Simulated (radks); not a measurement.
Values are calculated unless marked as measured or tabulated.
Question: Neutral erbium: order these configurations by energy. Level of theory: Dirac Kohn-Sham, BLYP, spin-unpolarised, spherical densities, finite nucleus; Fermi nuclear charge, rms radius of each element as measured or else 0.836 A^(1/3) + 0.57 fm (a radial shooting solver on a logarithmic mesh with Libxc functionals). Sub-shells are occupied by j as written (lower j first in brackets). [Xe] 4f(5/2: 5, 7/2: 6) 5d(3/2: 1, 5/2: 0) 6s2; [Xe] 4f(5/2: 5, 7/2: 6) 6s2 6p(1/2: 1, 3/2: 0); [Xe] 4f(5/2: 6, 7/2: 5) 5d(3/2: 1, 5/2: 0) 6s2; [Xe] 4f(5/2: 6, 7/2: 5) 6s2 6p(1/2: 1, 3/2: 0); [Xe] 4f(5/2: 6, 7/2: 6) 6s2.

Answer: From the lowest, in eV above it: [Xe] 4f(5/2: 6, 7/2: 6) 6s2 0.000; [Xe] 4f(5/2: 6, 7/2: 5) 5d(3/2: 1, 5/2: 0) 6s2 3.871; [Xe] 4f(5/2: 5, 7/2: 6) 5d(3/2: 1, 5/2: 0) 6s2 5.022; [Xe] 4f(5/2: 6, 7/2: 5) 6s2 6p(1/2: 1, 3/2: 0) 5.149; [Xe] 4f(5/2: 5, 7/2: 6) 6s2 6p(1/2: 1, 3/2: 0) 6.301.
